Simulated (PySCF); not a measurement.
**Electron correlation in La⁺ (lanthanum, charge +1)**

[Xe] 5d2, high-spin 3F determinant. Computed with PySCF 2.14 in x2c-TZVPPall with one added diffuse shell each of s, p, d type (12s8p8d3f1g, 106 functions), with scalar relativity by spin-free X2C-1e. Frozen: [Kr] 4d10; 10 electrons correlated.

| level | correlation energy (mhartree) |
| --- | --- |
| CCSD | -193.28 |
| (T) | -5.36 |
| CCSD(T) | -198.64 |

Diagnostics: T1 = 0.0072, D1 = 0.0157, largest double amplitude 0.024.

Question: Is a single reference adequate?

Answer: Yes, within this model without spin-orbit coupling: T1 lies below 0.03 and no double amplitude reaches 0.07.
